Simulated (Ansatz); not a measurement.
Computed with Ansatz on PBE0-D4/def2-TZVP structures; ΔE is electronic, products minus reactants. CBS: MP2 limit from def2 TZ/QZ plus the TZ coupled-cluster correction, frozen cores. This one scheme is used for every species. DFT in def2-TZVPP. B3LYP here is the variant with VWN-RPA as its local correlation; programs differ in this. Each species was taken in one conformer, which may not be the lowest.

Reaction (formal exchange of groups at a C–Si bond): `NC(F)([SiH3])[SiH3]` + `C#N` → `N#CC(N)(F)[SiH3]` + SiH₄

```json
{"level": "PBE-D4", "ΔE (kJ/mol)": "2.4", "difference from CCSD(T)/CBS": "-6.2"}
{"level": "B3LYP-D4", "ΔE (kJ/mol)": "3.5", "difference from CCSD(T)/CBS": "-5.1"}
{"level": "B2PLYP", "ΔE (kJ/mol)": "0.2", "difference from CCSD(T)/CBS": "-8.4"}
{"level": "PBE", "ΔE (kJ/mol)": "-1.1", "difference from CCSD(T)/CBS": "-9.7"}
{"level": "r2SCAN", "ΔE (kJ/mol)": "0.2", "difference from CCSD(T)/CBS": "-8.4"}
{"level": "PBE0", "ΔE (kJ/mol)": "-2.2", "difference from CCSD(T)/CBS": "-10.8"}
{"level": "B3LYP", "ΔE (kJ/mol)": "-2.3", "difference from CCSD(T)/CBS": "-10.9"}
{"level": "MP2/def2-TZVPP", "ΔE (kJ/mol)": "1.6", "difference from CCSD(T)/CBS": "-7.0"}
{"level": "SCS-MP2/def2-TZVPP", "ΔE (kJ/mol)": "-0.3", "difference from CCSD(T)/CBS": "-8.9"}
{"level": "CCSD/CBS(def2)", "ΔE (kJ/mol)": "7.6", "difference from CCSD(T)/CBS": "-1.0"}
{"level": "CCSD(T)/CBS", "ΔE (kJ/mol)": "8.6", "difference from CCSD(T)/CBS": "0"}
```

Largest T1 diagnostic among the species: 0.014.

The D4 term adds +5.8 kJ/mol with B3LYP and +3.1 kJ/mol with PBE0; it sums over pairs of atoms, weighted by their polarisabilities, and B3LYP, whose exchange is more repulsive, gets the larger term. In def2-TZVPP, CCSD(T) changes the Hartree–Fock value by +11.8 kJ/mol (the triples alone add +0.9 kJ/mol) and MP2 by +10.7 kJ/mol.
